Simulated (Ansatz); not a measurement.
Consider the formal exchange of groups at the Al–C bond: `[OH][AlH][CH2]S` + `C#N` → `N#[C][AlH][OH]` + CH₃SH.

Computed with Ansatz on PBE0-D4/def2-TZVP structures; ΔE is electronic, products minus reactants. CBS: MP2 limit from def2 TZ/QZ plus the TZ coupled-cluster correction, frozen cores. This one scheme is used for every species. One conformer a species, not always the lowest.

`[OH][AlH][CH2]S`:

Z-matrix (Å, degrees):
```
C
Al 1 1.965
S 1 1.801 2 109.9
H 1 1.095 2 108.9 3 121.6
H 1 1.095 2 108.8 3 -121.6
O 2 1.692 1 120.8 3 0.6
H 2 1.577 1 121.9 3 -179.5
H 3 1.345 1 99.9 2 -179.8
H 6 0.957 2 123.5 1 0.0
```

`C#N`:

Z-matrix (Å, degrees):
```
C
N 1 1.146
H 1 1.069 2 180.0
```

`N#[C][AlH][OH]`:

```xyz
6

N     1.787    0.252   -2.124
C     1.024    0.240   -1.260
Al   -0.273    0.307    0.167
O    -0.436   -1.137    1.010
H    -1.072    1.624    0.464
H    -1.029   -1.286    1.744
```

CH₃SH:

Z-matrix (Å, degrees):
```
C
S 1 1.806
H 1 1.089 2 111.5
H 1 1.089 2 111.5 3 -123.8
H 1 1.090 2 106.2 3 118.1
H 2 1.342 1 97.1 3 61.9
```

```tsv
species	CCSD(T)/CBS(def2) energy (Eh)
`[OH][AlH][CH2]S`	-756.07847
`C#N`	-93.32098
`N#[C][AlH][OH]`	-411.19791
CH₃SH	-438.22835
```

Q: Work out ΔE.

A: ΔE = (-411.19791) + (-438.22835) − (-756.07847) − (-93.32098) = -0.02681 Eh = -16.8 kcal/mol.

Q: What do rigid-rotor, harmonic-oscillator terms from PBE0-D4/def2-TZVP frequencies (298.15 K, 1 bar) make of the CCSD(T)/CBS value? (Estimate.)

A: Ansatz gave: ΔZPE = +1.0 kcal/mol, ΔH = -16.0 kcal/mol, ΔS = 6 J/(mol·K), ΔG = -16.4 kcal/mol. Modes under 50 cm⁻¹ make the entropy rough.

Largest T1 diagnostic among the species: 0.014.

The D4 term adds +1.3 kcal/mol with B3LYP and +0.7 kcal/mol with PBE0; it sums over pairs of atoms, weighted by their polarisabilities, and B3LYP, whose exchange is more repulsive, gets the larger term. Leaving LDA and LC-ωPBE aside and taking each functional with its dispersion term where it has one, the values, not all of them listed here, spread over 2.8 kcal/mol, from B2PLYP to PBE-D4. LDA lies +2.4 kcal/mol from PBE without D4. In def2-TZVPP, CCSD(T) changes the Hartree–Fock value by +3.7 kcal/mol (the triples alone add +0.4 kcal/mol) and MP2 by +3.7 kcal/mol.

B3LYP here is the variant with VWN-RPA as its local correlation; programs differ in this.
